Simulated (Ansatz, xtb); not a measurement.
# Relative energy of two isomers of C2H2Br2

We compare a, `Br/C=C\Br`, a singlet, with b, `Br/C=C/Br`, a singlet. Both are isolated molecules in the gas phase, relaxed with PBE-D3(BJ)/def2-SVP.

Task: Estimate E(b) − E(a) at the level CCSD(T)/def2-SVP + ΔMP2/def2-TZVPP.

Result: CCSD(T)/def2-SVP + ΔMP2/def2-TZVPP gives E(b) − E(a) = +0.47 kJ/mol, slightly favouring structure a, which is too small a margin to settle the true order.

How the difference moves with the method:

```json
{"level": "GFN2-xTB", "geometry": "GFN2-xTB", "E(b) − E(a) (kJ/mol)": "−6.83", "departure from the last row (kJ/mol)": "−7.30", "job, with rough time for the two": "optimisation, 0.14 s"}
{"level": "HF/STO-3G", "geometry": "GFN2-xTB", "E(b) − E(a) (kJ/mol)": "−3.02", "departure from the last row (kJ/mol)": "−3.49", "job, with rough time for the two": "single point, 0.54 s"}
{"level": "r2SCAN-D4/def2-SVP", "geometry": "GFN2-xTB", "E(b) − E(a) (kJ/mol)": "+0.60", "departure from the last row (kJ/mol)": "+0.14", "job, with rough time for the two": "single point, 3.3 s"}
{"level": "PBE-D3(BJ)/def2-SVP", "geometry": "PBE-D3(BJ)/def2-SVP", "E(b) − E(a) (kJ/mol)": "+1.89", "departure from the last row (kJ/mol)": "+1.42", "job, with rough time for the two": "optimisation, 12 s"}
{"level": "HF/def2-SVP", "geometry": "PBE-D3(BJ)/def2-SVP", "E(b) − E(a) (kJ/mol)": "−3.07", "departure from the last row (kJ/mol)": "−3.54", "job, with rough time for the two": "part of the CCSD(T) run"}
{"level": "MP2/def2-SVP", "geometry": "PBE-D3(BJ)/def2-SVP", "E(b) − E(a) (kJ/mol)": "+0.13", "departure from the last row (kJ/mol)": "−0.34", "job, with rough time for the two": "part of the CCSD(T) run"}
{"level": "CCSD(T)/def2-SVP", "geometry": "PBE-D3(BJ)/def2-SVP", "E(b) − E(a) (kJ/mol)": "−1.30", "departure from the last row (kJ/mol)": "−1.77", "job, with rough time for the two": "single point"}
{"level": "CCSD(T)/def2-SVP + ΔMP2/def2-TZVPP", "geometry": "PBE-D3(BJ)/def2-SVP", "E(b) − E(a) (kJ/mol)": "+0.47", "departure from the last row (kJ/mol)": "", "job, with rough time for the two": "single point, 27 s"}
```

As drawn, both hold the same kinds of bond in the same numbers.

The largest departure from CCSD(T)/def2-SVP + ΔMP2/def2-TZVPP is that of GFN2-xTB, 7.30 kJ/mol. The last row adds to CCSD(T) the change of the MP2 difference between the two basis sets, here +1.77 kJ/mol.

With harmonic frequencies from PBE-D3(BJ)/def2-SVP (ideal gas, rigid rotor, one conformer each, 298.15 K, 1 atm): the zero-point term adds −0.89 kJ/mol; ΔH is +0.43 and ΔG −0.06 kJ/mol.

The correlated steps freeze 20 core orbitals; the filled d shell of Br is correlated, in a basis made for valence electrons. Codes used: Ansatz 0.2.0, xtb 6.7.1; the last row on 2 threads of AMD EPYC 7R43 64-Core Processor (Zen 3) on a shared host.
